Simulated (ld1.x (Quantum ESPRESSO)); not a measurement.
# An all-electron radial function and its pseudo partner (nitrogen (N))

Columns: radius, all-electron u(r) and pseudo u(r) of the 2s shell (level -18.58 eV) of nitrogen in the configuration [He] 2s2 2p3; PBE, scalar-relativistic, TM scheme, ld1.x (Quantum ESPRESSO) 7.5.

```json
{"r (bohr)": "0.120", "all-electron": "0.3879", "pseudo": "-0.0896"}
{"r (bohr)": "0.240", "all-electron": "0.2035", "pseudo": "-0.1909"}
{"r (bohr)": "0.360", "all-electron": "-0.1100", "pseudo": "-0.3152"}
{"r (bohr)": "0.480", "all-electron": "-0.3996", "pseudo": "-0.4671"}
{"r (bohr)": "0.600", "all-electron": "-0.6214", "pseudo": "-0.6315"}
{"r (bohr)": "0.720", "all-electron": "-0.7708", "pseudo": "-0.7709"}
{"r (bohr)": "0.840", "all-electron": "-0.8565", "pseudo": "-0.8565"}
{"r (bohr)": "0.960", "all-electron": "-0.8920", "pseudo": "-0.8920"}
{"r (bohr)": "1.080", "all-electron": "-0.8907", "pseudo": "-0.8907"}
{"r (bohr)": "1.200", "all-electron": "-0.8639", "pseudo": "-0.8639"}
{"r (bohr)": "1.320", "all-electron": "-0.8205", "pseudo": "-0.8205"}
{"r (bohr)": "1.440", "all-electron": "-0.7672", "pseudo": "-0.7672"}
{"r (bohr)": "1.560", "all-electron": "-0.7089", "pseudo": "-0.7089"}
{"r (bohr)": "1.680", "all-electron": "-0.6490", "pseudo": "-0.6490"}
{"r (bohr)": "1.800", "all-electron": "-0.5898", "pseudo": "-0.5898"}
{"r (bohr)": "1.920", "all-electron": "-0.5328", "pseudo": "-0.5328"}
{"r (bohr)": "2.040", "all-electron": "-0.4791", "pseudo": "-0.4791"}
{"r (bohr)": "2.160", "all-electron": "-0.4290", "pseudo": "-0.4290"}
{"r (bohr)": "2.280", "all-electron": "-0.3829", "pseudo": "-0.3829"}
{"r (bohr)": "2.400", "all-electron": "-0.3409", "pseudo": "-0.3409"}
{"r (bohr)": "2.520", "all-electron": "-0.3027", "pseudo": "-0.3027"}
{"r (bohr)": "2.640", "all-electron": "-0.2684", "pseudo": "-0.2684"}
{"r (bohr)": "2.760", "all-electron": "-0.2375", "pseudo": "-0.2375"}
{"r (bohr)": "2.880", "all-electron": "-0.2099", "pseudo": "-0.2099"}
{"r (bohr)": "3.000", "all-electron": "-0.1852", "pseudo": "-0.1852"}
{"r (bohr)": "3.120", "all-electron": "-0.1633", "pseudo": "-0.1633"}
```

Task: How many radial nodes do the two functions have?

Result: The all-electron 2s function has n − l − 1 = 1; the pseudo-wave has 0, since the states of the same l below it are removed with the core.

Task: At about which radius was the pseudo-wave matched?

Result: 0.80 bohr, where the columns begin to agree (steps of 0.12 bohr).

Task: Is the pseudo-wave norm-conserving?

Result: Yes: the TM scheme keeps the norm inside the radius equal to the all-electron one, which fixes the energy derivative of the logarithmic derivative at the level.
